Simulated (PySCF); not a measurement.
This PySCF input asks for the NMR shieldings of `InChI=1S/C5H11BOS/c1-3-6-7-4-5(2)8-6/h5H,3-4H2,1-2H3/t5-/m0/s1`; the geometry comes from GFN2-xTB.

```python
import basis_set_exchange as bse
import numpy as np
from pyscf import gto, dft
from pyscf.prop import nmr

atoms = """
C     3.166415   -0.223068    0.101981
C     2.065137    0.845053    0.117493
B     0.617832    0.235544   -0.098069
O    -0.167757    0.580303   -1.125373
C    -1.387024   -0.117934   -1.249162
C    -1.762266   -0.773025    0.086897
C    -2.695921    0.094667    0.917368
S    -0.166634   -0.997194    0.980588
H     4.138480    0.228696    0.286592
H     2.978716   -0.970733    0.869227
H     3.196125   -0.724094   -0.862862
H     2.277362    1.587668   -0.653530
H     2.110932    1.362895    1.078752
H    -1.258217   -0.875304   -2.032186
H    -2.155681    0.592880   -1.566551
H    -2.192925   -1.763511   -0.063626
H    -2.830277   -0.339514    1.904857
H    -3.667582    0.173333    0.432426
H    -2.276519    1.092591    1.032521
"""
names = dict.fromkeys(["C", "B", "O", "S", "H"], "pcSseg-1")
basis = {el: gto.basis.parse(bse.get_basis(n, elements=[el], fmt="nwchem")) for el, n in names.items()}
mol = gto.M(atom=atoms, basis=basis, charge=0, verbose=0)
mf = dft.RKS(mol, xc="PBE0")
mf.grids.level = 2
mf.grids.alignment = dft.numint.BLKSIZE   # the property module wants whole blocks of grid points
mf.conv_tol = 1e-9
mf.kernel()

calc = nmr.RKS(mf)   # GIAO
C = mf.mo_coeff
Co = C[:, mf.mo_occ > 0]
resp = mf.gen_response(singlet=True, hermi=2)
def vind(x):   # induced exchange potential for any number of trial vectors
    d = np.einsum("pi,xij,qj->xpq", C, 2 * x.reshape(-1, C.shape[1], Co.shape[1]), Co, optimize=True)
    return np.einsum("xpq,pi,qj->xij", resp(d - d.transpose(0, 2, 1)), C, Co, optimize=True).ravel()
mo1, _ = nmr.rhf.solve_mo1(calc, with_cphf=vind)
sigma = calc.kernel(mo1)
for i, s in enumerate(sigma):   # ppm
    w = np.linalg.eigvalsh((s + s.T) / 2)
    print("%2d %-2s iso %8.1f  s11 %8.1f  s22 %8.1f  s33 %8.1f" % (i, mol.atom_pure_symbol(i), w.mean(), *w))
```

Task: What does it print?

Result: 
```
 0 C  iso    174.4  s11    165.0  s22    173.1  s33    185.2
 1 C  iso    174.1  s11    160.3  s22    179.2  s33    182.9
 2 B  iso     51.7  s11     12.9  s22     61.8  s33     80.4
 3 O  iso    152.9  s11      4.4  s22    222.4  s33    232.0
 4 C  iso    105.5  s11     63.5  s22    108.2  s33    144.8
 5 C  iso    138.2  s11    103.8  s22    148.2  s33    162.5
 6 C  iso    158.8  s11    135.6  s22    155.9  s33    184.9
 7 S  iso    463.1  s11    315.9  s22    444.0  s33    629.4
 8 H  iso     30.5  s11     25.6  s22     27.6  s33     38.3
 9 H  iso     30.7  s11     25.6  s22     31.0  s33     35.7
10 H  iso     30.9  s11     26.5  s22     29.2  s33     36.9
11 H  iso     30.6  s11     25.7  s22     29.6  s33     36.3
12 H  iso     30.6  s11     26.6  s22     29.0  s33     36.2
13 H  iso     27.2  s11     22.0  s22     26.6  s33     32.9
14 H  iso     27.4  s11     22.8  s22     27.3  s33     32.2
15 H  iso     28.3  s11     24.0  s22     26.2  s33     34.6
16 H  iso     30.4  s11     25.4  s22     28.7  s33     37.0
17 H  iso     30.5  s11     25.8  s22     27.2  s33     38.6
18 H  iso     30.5  s11     26.7  s22     29.9  s33     35.0
```

These numbers come from an equivalent density-fitted implementation of the same equations, which agrees with the script to about 0.01 ppm for H and up to a few tenths of a ppm for heavy atoms, so last digits may differ.

Size and cost of the density-fitted run: 198 basis functions, 53 s wall time on 1 thread of an Arm Neoverse N1, shared host; peak memory 0.87 GiB.
